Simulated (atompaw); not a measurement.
# Ru (Z = 44): variants of one PAW (atompaw) potential

Base potential:

```json
{"Element": "ruthenium", "Generator": "atompaw 4.2.0.5", "Type": "PAW", "Functional": "PBE", "Relativity": "scalar-relativistic", "Frozen core": "[Ar] 3d10 4s2", "Valence charge": "14", "Reference configuration": "4p6 4d7 5s1 5p0", "Partial waves": "5s (bound): rc 2.85 bohr; 5s channel at 1.8 Ry: rc 2.85 bohr; 4p (bound): rc 1.40 bohr; 5p (bound, empty): rc 1.85 bohr; 4d (bound): rc 1.75 bohr; 4d channel at 0.05 Ry: rc 1.75 bohr", "Local potential": "bessel scheme, radius 2.80 bohr", "Core correction": "smooth core density matched at 1.50 bohr", "Augmentation charge": "sinc compensation charge, radius 2.75 bohr; PAW radius 2.85 bohr; waves and projectors: custom rrkj vanderbiltortho"}
```

All-electron outer shells of the reference configuration (PBE, scalar-relativistic, ld1.x):

```
shell  level (eV)  outermost node (bohr)  outermost maximum (bohr)
   3d     -273.12                      –                      0.30
   4s      -76.37                   0.48                      0.92
   4p      -46.42                   0.49                      0.98
   4d       -5.20                   0.48                      1.21
   5s       -4.24                   1.24                      2.73
   5p       -0.91                   1.41                      3.97
```

Cutoffs, loose and tight: the cutoffs (Ry, on a coarse ladder) from which the occupation-weighted sum of valence levels, in a spherical-Bessel basis at the reference potential, stays within 10 and 1 mRy of its value at 400 Ry. They see the waves, projectors and local potential, not the compensation charge or the core. A dash means not determined.

| change | outcome | cutoff, loose | cutoff, tight | bound ghosts |
| --- | --- | --- | --- | --- |
| base | generated | 45 Ry | 80 Ry | none |
| all radii scaled by about 0.75 (s 2.14, p 1.06, d 1.32 bohr); local potential bessel scheme, radius 2.10 bohr; augmentation sinc compensation charge, radius 2.06 bohr; PAW radius 2.14 bohr; waves and projectors: custom rrkj vanderbiltortho; core correction smooth core density matched at 1.12 bohr | failed: atompaw: The overlap operator has at least one negative eigenvalue! | – | – | – |
| all radii scaled by about 0.83 (s 2.38, p 1.16, d 1.46 bohr); local potential bessel scheme, radius 2.32 bohr; augmentation sinc compensation charge, radius 2.28 bohr; PAW radius 2.38 bohr; waves and projectors: custom rrkj vanderbiltortho; core correction smooth core density matched at 1.24 bohr | generated | 60 Ry | 120 Ry | none |
| all radii scaled by about 1.26 (s 3.60, p 1.76, d 2.20 bohr); local potential bessel scheme, radius 3.52 bohr; augmentation sinc compensation charge, radius 3.46 bohr; PAW radius 3.60 bohr; waves and projectors: custom rrkj vanderbiltortho; core correction smooth core density matched at 1.90 bohr | generated | 30 Ry | 45 Ry | none |

(1) What comes out with this change to the base: all radii scaled by about 0.93 (s 2.64, p 1.30, d 1.62 bohr); local potential bessel scheme, radius 2.60 bohr; augmentation sinc compensation charge, radius 2.54 bohr; PAW radius 2.64 bohr; waves and projectors: custom rrkj vanderbiltortho; core correction smooth core density matched at 1.38 bohr?

(2) What comes out with this change to the base: all radii scaled by about 1.09 (s 3.12, p 1.52, d 1.92 bohr); local potential bessel scheme, radius 3.06 bohr; augmentation sinc compensation charge, radius 3.00 bohr; PAW radius 3.12 bohr; waves and projectors: custom rrkj vanderbiltortho; core correction smooth core density matched at 1.64 bohr?

(3) What comes out with this change to the base: all radii scaled by about 1.20 (s 3.44, p 1.68, d 2.10 bohr); local potential bessel scheme, radius 3.38 bohr; augmentation sinc compensation charge, radius 3.32 bohr; PAW radius 3.44 bohr; waves and projectors: custom rrkj vanderbiltortho; core correction smooth core density matched at 1.80 bohr?

## Answers

(1) outcome: generated; cutoff, loose: 45 Ry; cutoff, tight: 90 Ry; bound ghosts: none.

(2) outcome: generated; cutoff, loose: 35 Ry; cutoff, tight: 70 Ry; bound ghosts: none.

(3) outcome: generated; cutoff, loose: 30 Ry; cutoff, tight: 55 Ry; bound ghosts: none.

Reading the sweep of the scale of all radii (base = 1) (base included, trends over the rows without a ghost): The loose cutoff falls from 60 Ry at 0.83 to 30 Ry at 1.26. A larger radius leaves more room for a smooth pseudo-wave, so fewer plane waves are needed; a smaller one forces it to follow the all-electron wave where it bends sharply. The generation fails at 0.75.
